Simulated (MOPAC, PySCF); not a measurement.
Molecule: BiCl2 (charge 0, doublet). SMILES: [Cl][Bi][Cl]
Geometry: optimised at B3LYP-D3(BJ)/def2-TZVP (Ansatz).

Unscaled harmonic wavenumbers (cm⁻¹) in rising order, each level at the stationary point that it reaches from this structure (no distance between atoms moves by over 0.3 Å); the order of modes can differ between levels, and a negative number is imaginary. B3LYP-D3(BJ)/def2-TZVP (PySCF, at the structure above): 102, 315, 333.

PM3 (MOPAC): 87, 196, 205. Zero-point energy 0.7 against 1.1 kcal/mol.

PM7 (MOPAC): 96, 311, 327. Zero-point energy 1.1 against 1.1 kcal/mol.
